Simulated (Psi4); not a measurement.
C3H5 (SMILES [CH2]C=C), doublet, geometry from GFN2-xTB; PBE/def2-SVP (Psi4).

Here is a job for Psi4.
```
memory 2 GB

molecule mol {
0 2
  C     1.219304   -0.012559   -0.151920
  C    -0.050356    0.420887    0.136223
  H     1.396419   -1.020277   -0.484940
  H     2.071795    0.634233   -0.055479
  H    -0.172892    1.445064    0.467704
  C    -1.174911   -0.358483    0.031830
  H    -2.150568    0.024173    0.268577
  H    -1.108971   -1.382263   -0.292658
}

set basis def2-svp
set reference uks
set scf_type cd

energy('pbe')
print_variables()
```

It wrote (shortened):

```
   => Loading Basis Set <=

    Name: DEF2-SVP
    Role: ORBITAL
    Keyword: BASIS

         ---------------------------------------------------------
                                   SCF
               by Justin Turney, Rob Parrish, Andy Simmonett
                          and Daniel G. A. Smith
                              UKS Reference
         ---------------------------------------------------------

  ==> Geometry <==

    Molecular point group: c1
    Full point group: C1

    Geometry (in Angstrom), charge = 0, multiplicity = 2:

       Center              X                  Y                   Z               Mass
    ------------   -----------------  -----------------  -----------------  -----------------
         C            1.220168857541    -0.019789411624    -0.154260268410    12.000000000000
         C           -0.049491142459     0.413656588376     0.133882731590    12.000000000000
         H            1.397283857541    -1.027507411624    -0.487280268410     1.007825032230
         H            2.072659857541     0.627002588376    -0.057819268410     1.007825032230
         H           -0.172027142459     1.437833588376     0.465363731590     1.007825032230
         C           -1.174046142459    -0.365713411624     0.029489731590    12.000000000000
         H           -2.149703142459     0.016942588376     0.266236731590     1.007825032230
         H           -1.108106142459    -1.389493411624    -0.294998268410     1.007825032230

  Running in c1 symmetry.

  Rotational constants: A =      1.84127  B =      0.35277  C =      0.29605 [cm^-1]
  Rotational constants: A =  55199.79963  B =  10575.82382  C =   8875.37549 [MHz]
  Nuclear repulsion =   65.496029677053457

  Charge       = 0
  Multiplicity = 2
  Electrons    = 23
  Nalpha       = 12
  Nbeta        = 11

  ==> Algorithm <==

  SCF Algorithm Type is CD.
  DIIS enabled.
  MOM disabled.
  Fractional occupation disabled.
  Guess Type is SAD.
  Energy threshold   = 1.00e-06
  Density threshold  = 1.00e-06
  Integral threshold = 1.00e-12

  ==> Primary Basis <==

  Basis Set: DEF2-SVP
    Blend: DEF2-SVP
    Number of shells: 33
    Number of basis functions: 67
    Number of Cartesian functions: 70
    Spherical Harmonics?: true
    Max angular momentum: 2

  ==> DFT Potential <==

   => LibXC <=

    Version 7.1.2
    S. Lehtola, C. Steigemann, M. J. T. Oliveira, and M. A. L. Marques,  SoftwareX 7, 1–5 (2018) (10.1016/j.softx.2017.11.002)

   => Composite Functional: PBE <=

    PBE GGA Exchange-Correlation Functional

    J.P. Perdew et. al., Phys. Rev. Lett., 77(18), 3865-3868, 1996

    Deriv               =              1
    GGA                 =           TRUE
    Meta                =          FALSE

    Exchange Hybrid     =          FALSE
    MP2 Hybrid          =          FALSE

   => Exchange Functionals <=

    1.0000     XC_GGA_X_PBE

   => Correlation Functionals <=

    1.0000     XC_GGA_C_PBE

   => LibXC Density Thresholds  <==

    XC_GGA_C_PBE:  1.00E-12
    XC_GGA_X_PBE:  1.00E-15

   => Molecular Quadrature <=

    Radial Scheme          =       TREUTLER
    Pruning Scheme         =           NONE
    Nuclear Scheme         =       TREUTLER

    Blocking Scheme        =         OCTREE
    BS radius alpha        =              1
    Pruning alpha          =              1
    Radial Points          =             75
    Spherical Points       =            302
    Total Points           =         172620
    Total Blocks           =           1345
    Max Points             =            256
    Max Functions          =             67
    Weights Tolerance      =       1.00E-15

  ==> Integral Setup <==

  ==> CDJK: Cholesky-decomposed J/K Matrices <==

    J tasked:                     Yes
    K tasked:                      No
    wK tasked:                     No
    Integrals threads:              1
    Algorithm:                   Core
    Integral Cache:              NONE
    Schwarz Cutoff:             1E-12
    Cholesky tolerance:      1.00E-04
    No. Cholesky vectors:         322

  Minimum eigenvalue in the overlap matrix is 2.5456613497E-03.
  Reciprocal condition number of the overlap matrix is 4.6778818285E-04.
    Using symmetric orthogonalization.

  ==> Pre-Iterations <==

  SCF Guess: Superposition of Atomic Densities via on-the-fly atomic UHF (no occupation information).

   -------------------------
    Irrep   Nso     Nmo
   -------------------------
     A         67      67
   -------------------------
    Total      67      67
   -------------------------

  ==> Iterations <==

                        Total Energy        Delta E     RMS |[F,P]|

   @UKS iter SAD:  -116.51107531232003   -1.16511e+02   0.00000e+00
   @UKS iter   1:  -116.65226152641561   -1.41186e-01   1.11864e-02 DIIS/ADIIS
   @UKS iter   2:  -116.38482558171903    2.67436e-01   1.50606e-02 DIIS/ADIIS
   @UKS iter   3:  -116.99840226204441   -6.13577e-01   1.27359e-03 DIIS/ADIIS
   @UKS iter   4:  -116.99960777258460   -1.20551e-03   1.06850e-03 DIIS/ADIIS
   @UKS iter   5:  -117.00227376044339   -2.66599e-03   1.01823e-04 DIIS/ADIIS
   @UKS iter   6:  -117.00230333467947   -2.95742e-05   2.50353e-05 DIIS
   @UKS iter   7:  -117.00230699719160   -3.66251e-06   8.34896e-06 DIIS
   @UKS iter   8:  -117.00230733955954   -3.42368e-07   2.95268e-06 DIIS
   @UKS iter   9:  -117.00230733548722    4.07232e-09   3.50861e-06 DIIS
   @UKS iter  10:  -117.00230737049714   -3.50099e-08   1.92293e-07 DIIS
  Energy and wave function converged.

  ==> Post-Iterations <==

   Electrons on quadrature grid:
      Nalpha   =   11.9999955429 ; deviation = -4.457e-06
      Nbeta    =   10.9999941451 ; deviation = -5.855e-06
      Ntotal   =   22.9999896881 ; deviation = -1.031e-05

   @Spin Contamination Metric:   1.546325831E-02
   @S^2 Expected:                7.500000000E-01
   @S^2 Observed:                7.654632583E-01
   @S   Expected:                5.000000000E-01
   @S   Observed:                5.000000000E-01

    Orbital Energies [Eh]
    ---------------------

    Alpha Occupied:

[...]
    Alpha Virtual:

[...]
      67A      3.311861

    Beta Occupied:

[...]
    Beta Virtual:

[...]
    Final Occupation by Irrep:
              A
    DOCC [    11 ]
    SOCC [     1 ]
    NA   [    12 ]
    NB   [    11 ]

  @UKS Final Energy:  -117.00230737049714

   => Energetics <=

    Nuclear Repulsion Energy =             65.4960296770534569
    One-Electron Energy =                -285.5509010376397327
    Two-Electron Energy =                 120.9679821478101189
    DFT Exchange-Correlation Energy =     -17.9154181577209712
    Empirical Dispersion Energy =           0.0000000000000000
    VV10 Nonlocal Energy =                  0.0000000000000000
    Total Energy =                       -117.0023073704971353

  UHF NO Occupations:
  HONO-2 :   10  A 1.9996147
  HONO-1 :   11  A 1.9933326
  HONO-0 :   12  A 1.0000000
  LUNO+0 :   13  A 0.0066674
  LUNO+1 :   14  A 0.0003853
  LUNO+2 :   15  A 0.0003768
  LUNO+3 :   16  A 0.0000978

Computation Completed

Properties will be evaluated at   0.000000,   0.000000,   0.000000 [a0]

Properties computed using the SCF density matrix

 Multipole Moments:

 ------------------------------------------------------------------------------------
     Multipole            Electronic (a.u.)      Nuclear  (a.u.)        Total (a.u.)
 ------------------------------------------------------------------------------------

 L = 1.  Multiply by 2.5417464519 to convert [e a0] to [Debye]
 Dipole X            :         -0.0404529            0.0375994           -0.0028535
 Dipole Y            :          0.3388415           -0.3142604            0.0245811
 Dipole Z            :          0.1096261           -0.1017129            0.0079132
 Magnitude           :                                                    0.0259806

 ------------------------------------------------------------------------------------

  Variable Map:
  ----------------------------------------------------------------------------
[...]
  Array Variable Map:
  ----------------------------------------------------------------------------
[...]
[...]
```
